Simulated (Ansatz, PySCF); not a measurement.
GaH5OP2, SMILES [OH][Ga]([PH2])[PH2]. Atoms are numbered in the order given.

```xyz
9

Ga     0.2291    -0.0861    -0.1521
O      1.8564    -0.5819    -0.7391
H      2.4452    -0.9707    -0.0798
P     -0.2995    -0.2691     2.1284
H      0.2540    -1.5838     2.2383
H     -1.6206    -0.7416     1.8547
P     -1.0213     0.9799    -1.8092
H     -2.2470     0.3649    -1.4036
H     -0.7125    -0.0281    -2.7741
```

The structure is a stationary point at B3LYP-D3(BJ)/def2-SVP. The structure was generated by enumeration; whether it is a known compound was not checked. One conformer was computed; it need not be the lowest.

Two levels are set side by side: PBE-D3(BJ)/def2-SVP (Ansatz, a program for electronic structure) and B3LYP-D3(BJ)/def2-SVP (Ansatz). Each level has its own optimised geometry; the coordinates shown are those of the second. Frequencies come from the Hessian of PySCF at each geometry. Differences are taken from unrounded values.

```csv
quantity,B3LYP-D3(BJ),PBE-D3(BJ),PBE-D3(BJ) minus B3LYP-D3(BJ)
mean bond length (Å),1.646,1.655,0.009
bond Ga1–O2 (Å),1.800,1.813,0.013
bond Ga1–P4 (Å),2.348,2.349,0.001
bond Ga1–P7 (Å),2.334,2.334,0.000
bond O2–H3 (Å),0.966,0.975,0.009
bond P4–H5 (Å),1.431,1.443,0.012
bond P4–H6 (Å),1.429,1.441,0.012
bond P7–H8 (Å),1.430,1.442,0.012
bond P7–H9 (Å),1.429,1.441,0.012
highest harmonic wavenumber (cm⁻¹),3849,3735,-113
mean harmonic wavenumber (cm⁻¹),1001,973,-28
zero-point energy (kcal/mol),30.04,29.20,-0.84
```

GGA bonds tend to be longer and softer than those of functionals with exact exchange. Differences between two approximate levels are no errors against the true value.
